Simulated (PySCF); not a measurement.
Identify the unknown among the candidates.

All candidates are C4H13PSi2.

* Valence photoelectron: vertical ionisation energy: 8.97 eV [ΔSCF CAM-B3LYP/def2-SVPD]
* XPS: Si2p3/2 105.7, Si2p3/2 105.7, P2p3/2 135.9, C1s 289.8, C1s 289.8, C1s 290.0, C1s 290.5, Si1s 1845.5, Si1s 1845.5, P1s 2149.5 eV [ΔSCF SCAN, pcX-2 on the ionised atom, pcseg-1 elsewhere, spin-free X2C, 2p3/2 from a spin–orbit splitting computed afterwards within the 2p shell]
* Polarisability: 130.4 au [CAM-B3LYP/def2-SVPD]
* Rotational structure: rotational constants A, B, C: 1.956, 0.970, 0.758 GHz [PBE0-D3(BJ)/def2-SVP]
* Dipole: 1.35 D [CAM-B3LYP/def2-SVPD]
* 13C NMR: chemical shifts (computed TMS as zero) by class: 29.9 (1 C), 19.6 (1 C), 18.0 (1 C), -4.6 (1 C) ppm [GIAO KT3/pcSseg-1]

The electronic properties come from PySCF, for the isolated species, density fitting. Levels stand in brackets. One conformer (not necessarily the lowest) at the PBE0-D3(BJ)/def2-SVP geometry, without solvent, vibrations or thermal averaging. NMR classes are plain means over equivalent atoms (diastereotopic ones count apart unless rotation or inversion swaps them), as if these changed places fast.

**Question.** Which candidate is it?
A. `C=C(C)[SiH2]P[SiH2]C`
B. `C[Si@@H]1CCC[Si@H]1P`
C. `C[Si@@H]1CCC[Si@@H]1P`

**Answer.** B. It is `C[Si@@H]1CCC[Si@H]1P`. Numbering: `[CH3:1][Si@@H:2]1[CH2:3][CH2:4][CH2:5][Si@H:6]1[PH2:7]`. 4 carbons fall into 4 classes; from least to most shielded: ring CH2 carbon [C4] (29.9 ppm), ring sp3 carbon bound to silicon [C5] (19.6 ppm), ring sp3 carbon bound to silicon [C3] (18.0 ppm), Si-methyl carbon [C1] (-4.6 ppm). The core levels belong to: Si2p3/2 105.7 eV, SiH silicon [Si6]; Si2p3/2 105.7 eV, SiH silicon [Si2]; P2p3/2 135.9 eV, three-coordinate phosphorus [P7]; C1s 289.8 eV, sp3 carbon bound to silicon [C3]; C1s 289.8 eV, sp3 carbon bound to silicon [C5]; C1s 290.0 eV, Si-methyl carbon [C1]; C1s 290.5 eV, ring CH2 carbon [C4]; Si1s 1845.5 eV, SiH silicon [Si6]; Si1s 1845.5 eV, SiH silicon [Si2]; P1s 2149.5 eV, three-coordinate phosphorus [P7]. The first electron is taken from the HOMO, whose largest Löwdin shares are 0.26 on an SiH silicon, 0.22 on an SiH silicon, 0.16 on the three-coordinate phosphorus and 0.09 on an sp3 carbon bound to silicon. The optimised geometry has point group C1 and is an asymmetric top.

The others, at the same levels:
- `C[Si@@H]1CCC[Si@@H]1P` fails: its computed static isotropic polarisability is 128.7 au (against 130.4 au), rotational constant A is 1.704 GHz (against 1.956 GHz) and smallest rotational constant is 0.892 GHz (against 0.758 GHz).
- `C=C(C)[SiH2]P[SiH2]C` fails: its computed 13C shifts are 135.5 (1 C), 126.7 (1 C), 27.1 (1 C), -3.4 (1 C) ppm, core binding energies are Si2p3/2 106.2, Si2p3/2 106.4, P2p3/2 135.5, C1s 289.9, C1s 290.0, C1s 290.2, C1s 290.7, Si1s 1846.0, Si1s 1846.2, P1s 2149.0 eV and static isotropic polarisability is 135.1 au (against 130.4 au).

Each candidate is one conformer, not necessarily the lowest. The conformers computed, where there is a choice (atom-mapped SMILES and torsion angles):
- `[CH2:1]=[C:2]([CH3:3])[SiH2:4][PH:5][SiH2:6][CH3:7]`: C1–C2–Si4–P5 -8°, C2–Si4–P5–Si6 178°, Si4–P5–Si6–C7 169°

The conformers of `C[Si@@H]1CCC[Si@H]1P` and `C[Si@@H]1CCC[Si@@H]1P` aren't listed.
